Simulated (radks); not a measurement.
The numbers below are computed, except where a source is named.
Q: The table gives one normalised radial function P(r) = r R(r) (large component) of Cd4+ in [Ar] 3d10 4s1 4p6 4d9 (r in bohr). Code: a radial shooting solver on a logarithmic mesh with Libxc functionals. Model: Dirac Kohn-Sham, XLYP, spin-unpolarised, spherical densities, point nucleus; open shells are shared between the two j in proportion to 2j + 1.

| r | P |
|---|---|
| 0.004936 | 0.0196 |
| 0.005656 | 0.0241 |
| 0.006531 | 0.0301 |
| 0.007543 | 0.0377 |
| 0.008642 | 0.0465 |
| 0.009981 | 0.0579 |
| 0.01153 | 0.0721 |
| 0.01321 | 0.0883 |
| 0.01525 | 0.1090 |
| 0.01747 | 0.1323 |
| 0.02018 | 0.1611 |
| 0.0233 | 0.1945 |
| 0.0267 | 0.2299 |
| 0.03083 | 0.2707 |
| 0.03533 | 0.3111 |
| 0.0408 | 0.3534 |
| 0.04712 | 0.3915 |
| 0.05398 | 0.4189 |
| 0.06234 | 0.4329 |
| 0.072 | 0.4239 |
| 0.08249 | 0.3877 |
| 0.09526 | 0.3136 |
| 0.1091 | 0.2070 |
| 0.126 | 0.0568 |
| 0.1456 | -0.1227 |
| 0.1668 | -0.3030 |
| 0.1926 | -0.4799 |
| 0.2224 | -0.6102 |
| 0.2548 | -0.6599 |
| 0.2943 | -0.6092 |
| 0.3372 | -0.4528 |
| 0.3894 | -0.1812 |
| 0.4497 | 0.1666 |
| 0.5152 | 0.5168 |
| 0.595 | 0.8504 |
| 0.6817 | 1.0794 |
| 0.7873 | 1.1936 |
| 0.9093 | 1.1671 |
| 1.042 | 1.0346 |
| 1.203 | 0.8250 |
| 1.389 | 0.5947 |
| 1.592 | 0.3968 |
| 1.838 | 0.2319 |
| 2.106 | 0.1248 |
| 2.432 | 0.0567 |
| 2.809 | 0.0222 |
| 3.218 | 0.0077 |
| 3.717 | 0.0021 |
| 4.293 | 0.0004 |
| 4.918 | 0.0001 |
| 5.68 | 0.0000 |
| 6.507 | 0.0000 |
| 7.515 | 0.0000 |

Which n and l does it have? It may be an empty orbital.

A: n = 4, l = 1: the number of nodes gives n - l - 1 = 2, the rise at small r points to l (for j = l - 1/2 the large component starts as r^gamma with gamma = sqrt(l^2 - (Z/c)^2) = 0.94 and the r^(l+1) term takes over further out; the orbital of l - 1 with the same j starts with the same power, but with a larger coefficient, and does not steepen), and the extent must fit the shell. The curve is that of 4p1/2; the two j differ most near the nucleus, where j = l - 1/2 has the larger amplitude, and in heavy atoms j = l - 1/2 is also the more compact. 4p1/2: eigenvalue -125.82 eV, 2 radial nodes at r = 0.132, 0.421 bohr, <r> = 0.919 bohr, 90 % of the charge inside 1.35 bohr.
